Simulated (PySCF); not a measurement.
Compound: C₉H₁₃F.
SMILES: `[C@H]12C[C@@H](C=C)[C@@H]([C@@H]2CC1)F`

Jobs on this species (23 atoms, 76 electrons) with PySCF (density fitting). Hardware of each: Arm Neoverse V1, one thread, shared host. The host was shared with other jobs, so the times are rough. Peak memory is the resident size of the whole Python process, interpreter and libraries included.

```json
{"level and settings": "PBE0-D3(BJ)/def2-SVP, grid level 1", "work": "geometry optimisation from a GFN2-xTB start shaken at random", "basis functions": "205", "SCF cycles": "?", "wall time": "?", "peak memory": "?"}
{"level and settings": "PBE0/pcSseg-1, IEF-PCM chloroform", "work": "shieldings, ring-centre shieldings", "basis functions": "235", "SCF cycles": "14", "wall time": "50 s", "peak memory": "1.2 GiB"}
{"level and settings": "PBE0/pcSseg-1, IEF-PCM benzene", "work": "shieldings, ring-centre shieldings, charges and field gradients", "basis functions": "235", "SCF cycles": "14", "wall time": "53 s", "peak memory": "1.3 GiB"}
```

**Question.** Fill in the missing figures.

**Answer.** 
- PBE0-D3(BJ)/def2-SVP, grid level 1; geometry optimisation from a GFN2-xTB start shaken at random: 3.6 min, 0.90 GiB, 59 SCF cycles

**Question.** What do all jobs in the table cost together?

**Answer.** About 5.3 min; the longest takes about 68 % of that, and about 4.3 times as long as the shortest.
